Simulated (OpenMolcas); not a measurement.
Computed levels of 3d⁶ in ions with 24 electrons, in cm-1 above ⁵D₄.

```yaml
Program: OpenMolcas 26.06
Method: SS-CASPT2, IPEA 0.25 Eh, imaginary shift 0.1 Eh
Basis: ANO-RCC-VTZP
Scalar_Hamiltonian: DKH2, point nucleus
Spin-orbit_coupling: RASSI with atomic mean-field integrals over the reference wave functions, term energies averaged over their components
```

Active space for each ion: 6 electrons in 5 orbitals (3d); closed shells correlated by CASPT2: 3s 3p.

| Level | Co3+ | Cu5+ |
| --- | --- | --- |
| ⁵D₃ | 657 | 1148 |
| ⁵D₂ | 1111 | 1915 |
| ⁵D₁ | 1401 | 2400 |
| ⁵D₀ | 1542 | 2640 |
| ³P₂(1) | 22930 | 29480 |
| ³H₆ | 23970 | 31080 |
| ³H₅ | 24280 | 31570 |
| ³H₄ | 24480 | 31780 |
| ³P₁(1) | 24840 | 32820 |

Problem. Estimate ⁵D₀, ³P₂(1), ³H₆ for Ni4+ from its neighbours Co3+ and Cu5+.

Solution. ⁵D₀ is fine structure, which grows about as the fourth power of a screened charge, so the fourth roots are averaged: ((1542^0.25 + 2640^0.25) / 2)^4 = 2036. The calculation gives 1996, so the estimate is off by +2.0 %; the measured value is 2058 (Corliss and Sugar, J. Phys. Chem. Ref. Data 10, 197 (1981)).
³P₂(1) is another term, which grows about linearly with the charge: (22930 + 29480) / 2 = 26205. The calculation gives 26410, so the estimate is off by -0.8 %; the measured value is 26153 (Corliss and Sugar, J. Phys. Chem. Ref. Data 10, 197 (1981)).
³H₆ is another term, which grows about linearly with the charge: (23970 + 31080) / 2 = 27525. The calculation gives 27750, so the estimate is off by -0.8 %; the measured value is 27111 (Corliss and Sugar, J. Phys. Chem. Ref. Data 10, 197 (1981)).

Term energies are means over components that CASPT2 splits; among the terms shown or strongly mixed into the levels shown the widest spread is 110 cm-1 (3d⁶ ³H, Co3+). Measured partners are found by configuration, term and J. A level has none where our copy of the source lacks it or the pairing is in doubt (some pairs that miss far off the trend of their configuration count as doubtful), and it then counts in no deviation. Only configurations of the active space appear.

A number in round brackets counts repeated terms of one configuration in the order of the reference energies.
